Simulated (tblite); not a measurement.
C₄H₄F₄O₂.
Numbering: `[F:1][CH:2]([F:3])[C@@H:4]1[O:5][C@@H:6]([F:7])[O:8][C@H:9]1[F:10]` (hydrogens: H11 on C2; H12 on C4; H13 on C6; H14 on C9)

Computed with GFN2-xTB (tblite), gas phase: L-BFGS steps from a force-field or distance-geometry start until the largest atomic force falls under 0.01 eV/Å.

Step 39: E = -1025.5287 eV
```
atom  x, y, z in Å  |  force x, y, z in eV/Å
F1     -1.5557   -0.3984    1.4943   -0.018   0.048  -0.050
C2     -1.7038   -0.4851    0.1557    0.046  -0.023  -0.026
F3     -2.6286    0.4347   -0.1952    0.044  -0.074   0.000
C4     -0.3724   -0.1967   -0.5527   -0.001   0.008   0.013
O5      0.5710   -1.1687   -0.1333   -0.031   0.002   0.019
C6      1.6590   -0.5097    0.3897   -0.014  -0.005  -0.025
F7      2.6273   -0.4215   -0.5753    0.029   0.004  -0.044
O8      1.2619    0.7463    0.7717    0.018   0.034   0.048
C9      0.2618    1.1380   -0.0995   -0.003  -0.008   0.026
F10     0.7851    1.7918   -1.1767   -0.031   0.004  -0.054
H11    -2.0735   -1.4920   -0.0871   -0.067   0.031   0.028
H12    -0.5195   -0.2232   -1.6390    0.043   0.022   0.024
H13     2.1048   -1.0546    1.2293   -0.022  -0.011   0.003
H14    -0.4182    1.8385    0.3959    0.007  -0.033   0.039
```

Step 40: E = -1025.5297 eV
```
atom  x, y, z in Å  |  force x, y, z in eV/Å
F1     -1.5572   -0.3903    1.4931   -0.011   0.020  -0.040
C2     -1.7037   -0.4860    0.1550    0.045  -0.008  -0.016
F3     -2.6235    0.4374   -0.1993    0.018  -0.078  -0.021
C4     -0.3716   -0.2002   -0.5526    0.005   0.031   0.007
O5      0.5732   -1.1703   -0.1343   -0.031   0.013   0.030
C6      1.6594   -0.5091    0.3895    0.024  -0.029  -0.044
F7      2.6294   -0.4211   -0.5757    0.006   0.013  -0.031
O8      1.2614    0.7466    0.7710    0.030   0.004   0.050
C9      0.2593    1.1357   -0.0983    0.021   0.012   0.015
F10     0.7799    1.7942   -1.1749   -0.040  -0.015  -0.045
H11    -2.0778   -1.4930   -0.0832   -0.056   0.053   0.032
H12    -0.5164   -0.2229   -1.6388    0.030   0.008   0.007
H13     2.1068   -1.0560    1.2270   -0.028   0.002   0.014
H14    -0.4200    1.8343    0.3993   -0.013  -0.026   0.043
```

Task: Estimate the geometry and energy of step 41. (The exact step hangs on the optimiser's Hessian estimate; all steps are aligned on step 40, rigid shifts and turns removed.)

Result: E = -1025.5307 eV, largest force 0.077 eV/Å
```
atom  x, y, z in Å  |  force x, y, z in eV/Å
F1     -1.5589   -0.3821    1.4913    0.004  -0.003  -0.015
C2     -1.7027   -0.4867    0.1538    0.024   0.006  -0.002
F3     -2.6180    0.4388   -0.2040   -0.019  -0.058  -0.047
C4     -0.3706   -0.2029   -0.5524    0.014   0.040   0.000
O5      0.5750   -1.1717   -0.1350   -0.017   0.017   0.038
C6      1.6603   -0.5090    0.3885    0.049  -0.034  -0.046
F7      2.6320   -0.4211   -0.5763   -0.018   0.017  -0.021
O8      1.2619    0.7468    0.7702    0.037  -0.024   0.033
C9      0.2574    1.1338   -0.0968    0.039   0.023   0.000
F10     0.7734    1.7969   -1.1738   -0.044  -0.031  -0.024
H11    -2.0828   -1.4927   -0.0788   -0.036   0.052   0.028
H12    -0.5132   -0.2229   -1.6383    0.019   0.000  -0.013
H13     2.1077   -1.0567    1.2252   -0.023   0.004   0.024
H14    -0.4222    1.8289    0.4041   -0.029  -0.010   0.045
```

The energy changes by -0.0010 eV. The first-order estimate −F·Δx gives -0.0013 eV and the mean of the old and new forces, exact on a quadratic surface, -0.0010 eV. The step makes an angle of 69° with the force vector and moves no atom by more than 0.009 Å.

What follows is the cost of the whole relaxation. Hardware: an Arm Neoverse N1 with one thread, no GPU (shared host). Cost: 0.7 s.
